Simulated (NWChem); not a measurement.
Species: CuNH₃Cl; SMILES [Cl][Cu]<-[NH3]

```xyz
6

Cu     0.0003    -0.0001     1.1385
Cl     0.0010    -0.0005    -0.9533
N     -0.0002     0.0001     3.0821
H      0.9284    -0.1796     3.4677
H     -0.6204    -0.7142     3.4673
H     -0.3090     0.8944     3.4672
```
Atoms are numbered in this order, from 1.

The geometry was optimised at PBE0/def2-SVP.

**Question.** List the 4 lowest vertical singlet excitations from PBE/def2-SVPD, TDA (NWChem).

**Answer.** 
```csv
state,energy (eV),oscillator strength,leading excitation (squared amplitude)
S1,3.37,0.001,HOMO → LUMO (0.98)
S2,3.37,0.001,HOMO−1 → LUMO (0.98)
S3,3.79,0.000,HOMO−3 → LUMO (0.86)
S4,3.79,0.000,HOMO−4 → LUMO (0.86)
```
